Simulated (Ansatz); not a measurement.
Ansatz (a program for electronic structure) input (CCSD(T)/def2-SVPD):

Ansatz 0.2 input:
```yaml
crystal:
  periodic: [false, false, false]
  atoms:
    - {symbol: Si, position_ang: [0.09416289, -0.31026899, -0.10786826]}
    - {symbol: Br, position_ang: [-0.17958279, 1.44431611, -1.43027049]}
    - {symbol: Br, position_ang: [-0.32160580, 0.20711238, 2.00440686]}
    - {symbol: O, position_ang: [1.64177394, -0.75176853, -0.29597320]}
    - {symbol: C, position_ang: [2.30337146, -1.77340700, 0.44930816]}
    - {symbol: O, position_ang: [-0.96476534, -1.47899109, -0.47957368]}
    - {symbol: C, position_ang: [-1.14431388, -2.04571561, -1.77706603]}
    - {symbol: H, position_ang: [2.37670196, -1.49262132, 1.50147778]}
    - {symbol: H, position_ang: [1.77242235, -2.72443653, 0.36808399]}
    - {symbol: H, position_ang: [3.30343810, -1.88269676, 0.03436295]}
    - {symbol: H, position_ang: [-1.53006059, -1.29708238, -2.47134742]}
    - {symbol: H, position_ang: [-1.86562676, -2.85492622, -1.68144707]}
    - {symbol: H, position_ang: [-0.20396896, -2.44365514, -2.16482504]}
basis:
  gaussian:
    orbitals: def2-SVPD
magnetization: {spin_polarized: false}
correlation: {method: ccsd_t, electrons: outside_noble_gas}
output: {forces: true}
```

Output:

```
Functional definition: HF
integrals: 1.65 GiB planned
2338 factors; integrals over basis functions are off by at most 8.8e-4 eV
1.59 GiB of device memory are held for the factors and their scratch space
mean field: 2.52 GiB planned
mean field evaluation 1: about -154067.3074 eV, gradient 4.2e1 eV
mean field evaluation 2: about -154067.5871 eV, gradient 4.2e1 eV
mean field evaluation 4: about -154071.3912 eV, gradient 4.1e0 eV
mean field evaluation 8: about -154071.4480 eV, gradient 2.7e-1 eV
mean field evaluation 16: about -154067.3060 eV, gradient 4.2e1 eV
mean field -154071.44832398 eV, -5662.0212925276 hartree, gradient 1.3e-6 eV, S^2 0.000000; 0 other end points of the search recorded, 0 dependent functions left out
37 core orbitals not correlated
reference -154071.44832398 eV, -5662.0212925276 hartree; 22, 22 occupied and 181, 181 virtual orbitals, 2338 factors
densities: 9.08 GiB planned
second order -27.96204227 eV of doubles, -0.00000000 eV of singles
coupled cluster: 6.66 GiB planned
cycle   1  -28.71494387 eV  change   -7.5e-1 eV  update   1.2e-1
cycle   2  -29.39480135 eV  change   -6.8e-1 eV  update   3.5e-2
cycle   3  -29.55919258 eV  change   -1.6e-1 eV  update   1.8e-2
cycle   4  -29.55315362 eV  change    6.0e-3 eV  update   3.7e-3
cycle   5  -29.55088841 eV  change    2.3e-3 eV  update   1.6e-3
cycle   6  -29.55137699 eV  change   -4.9e-4 eV  update   4.7e-4
cycle   7  -29.55123789 eV  change    1.4e-4 eV  update   1.7e-4
cycle   8  -29.55118153 eV  change    5.6e-5 eV  update   5.2e-5
cycle   9  -29.55119260 eV  change   -1.1e-5 eV  update   1.9e-5
cycle  10  -29.55119069 eV  change    1.9e-6 eV  update   6.6e-6
perturbative correction -0.93611811 eV, -0.0344017062 hartree
the calculation of the forces begins
1.59 GiB of device memory are held for the factors and their scratch space
Total energy: -154101.93563278 eV, -5663.1416804611 hartree
Atom 0 at     0.094163    -0.310269    -0.107868 Å, force    -0.262231     0.864056     0.300398 eV/Å
Atom 1 at    -0.179583     1.444316    -1.430270 Å, force    -0.012382     0.151949    -0.126161 eV/Å
Atom 2 at    -0.321606     0.207112     2.004407 Å, force    -0.043586     0.032467     0.190275 eV/Å
Atom 3 at     1.641774    -0.751769    -0.295973 Å, force     0.967080    -0.164292    -0.197652 eV/Å
Atom 4 at     2.303371    -1.773407     0.449308 Å, force    -0.088055     0.179207    -0.147243 eV/Å
Atom 5 at    -0.964765    -1.478991    -0.479574 Å, force    -0.703615    -0.703832    -0.104160 eV/Å
Atom 6 at    -1.144314    -2.045716    -1.777066 Å, force     0.010623     0.075934     0.235946 eV/Å
Atom 7 at     2.376702    -1.492621     1.501478 Å, force     0.022875     0.106235     0.374263 eV/Å
Atom 8 at     1.772422    -2.724437     0.368084 Å, force    -0.197426    -0.341354    -0.031020 eV/Å
Atom 9 at     3.303438    -1.882697     0.034363 Å, force     0.350145    -0.050319    -0.128634 eV/Å
Atom 10 at    -1.530061    -1.297082    -2.471347 Å, force    -0.137672     0.272025    -0.242758 eV/Å
Atom 11 at    -1.865627    -2.854926    -1.681447 Å, force    -0.249412    -0.281601     0.013239 eV/Å
Atom 12 at    -0.203969    -2.443655    -2.164825 Å, force     0.343655    -0.140474    -0.136493 eV/Å
Dipole moment:     0.157446    -0.518789    -0.180362 e Å
```
